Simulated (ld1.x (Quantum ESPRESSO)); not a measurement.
# What one change does to a pseudopotential (hafnium, TM)

ld1.x (Quantum ESPRESSO) 7.5 input, shortened:

```
&input
   title='Hf', zed=72., rel=1, dft='PBE', iswitch=3,
   config='[Xe] 4f14 5d2 5f-2 6s1 6p0'
 /
 &inputp
   pseudotype=2, tm=.true., lloc=1,
   nlcc=.true., new_core_ps=.true.
 /
4
6S  1  0   1.00   0.00  3.00  3.00  0.0
5D  3  2   2.00   0.00  2.95  2.95  0.0
5F  4  3  -2.00  -0.10  3.10  3.10  0.0
6P  2  1   0.00   0.00  3.15  3.15  0.0
 &test
   configts(1)='5d2 6s1 6p0'
 /
```

Change: all radii but the core radius scaled by about 0.83 (s 2.50, p 2.62, d 2.46, f 2.58 bohr).

Cutoffs: the cutoffs (Ry, on a coarse ladder) from which the occupation-weighted sum of valence levels, in a spherical-Bessel basis at the reference potential, stays within 10 and 1 mRy of its value at 400 Ry; they do not see the model core or the augmentation charge, which bear on the density cutoff. Errors are all-electron minus pseudo energies relative to the spin-unpolarised reference configuration.

Question: How do hardness, ghosts and transferability respond?

Answer: The potential gets harder (18 Ry and 25 Ry → 21 Ry and 30 Ry); a bound ghost appears in s, which as a rule spoils a file; of the 7 tests that both files solve, the error grows in 3 and shrinks in 3 by more than 15 % and 0.3 meV (median size 15.4 → 18.7 meV). A smaller radius makes the pseudo-wave follow the all-electron one further in, where it bends more sharply, so more plane waves are needed.

```tsv
quantity	base	changed
cutoff, loose	18 Ry	21 Ry
cutoff, tight	25 Ry	30 Ry
loose cutoff by channel (10 mRy a level)	s 6 Ry, d 18 Ry	s 6 Ry, d 21 Ry
bound ghosts	none	s
error for 5d2 6s2 6p0, meV [ΔE -7.98 eV]	-3.2	-6.5
error for 5d2 6s0 6p0, meV [ΔE 14.18 eV]	-30	-25
error for 5d1 6s0 6p0, meV [ΔE 35.97 eV]	-288	-290
error for 5d2 6s1 6p1, meV [ΔE -4.15 eV]	-1.5	+1.0
error for 5d1 6s2 6p0, meV [ΔE -1.48 eV]	-64	-99
error for 5d2 6s0 6p2, meV [ΔE -0.11 eV]	-15	-6.7
error for 5d2.5 6s1.5 6p0, meV [ΔE -6.72 eV]	-14	-19
```

 A true bound ghost makes a file unfit for plane-wave use even where its test errors are small: the radial tests pick states by their node count and pass the ghost by.
